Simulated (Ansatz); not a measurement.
A series at Ge: from germanium tetrachloride, ligands are replaced one by one, each step taking up H₂S and setting free HCl; n counts the steps. Ansatz, PBE0-D4/def2-TZVP geometries. Each molecule was computed in one conformer, which needn't be the lowest.

| n | molecule | HOMO energy, ωB97M-V/def2-TZVPP (eV) |
| --- | --- | --- |
| 0 | `[Cl][Ge]([Cl])([Cl])[Cl]` | ? |
| 1 | `[SH][Ge]([Cl])([Cl])[Cl]` | -10.57 |
| 2 | `[SH][Ge]([SH])([Cl])[Cl]` | -10.38 |
| 3 | `[SH][Ge]([SH])([SH])[Cl]` | -9.87 |
| 4 | `[SH][Ge]([SH])([SH])[SH]` | -9.78 |

Q: By hand: fit a straight line y = ȳ + b (n − n̄) to the 4 given rows and predict n = 0.

A: n̄ = 2.500, ȳ = -10.150; Σ(n − n̄)(y − ȳ) = 1.440, Σ(n − n̄)² = 5.000, so b = 0.288 eV a step. Prediction: -10.150 + (0.288) × (-2.500) = -10.87 eV.

Q: By hand: compare with the computed value, -11.92 eV, and give the steps along the whole series.

A: The line misses by -1.05 eV (computed minus predicted). Steps: 1.35, 0.19, 0.51, 0.09 eV.

One step carries most of the change, so a line is a poor guide. The highest orbital can change its character along such a series. The miss is 49.1 % of the series' range.
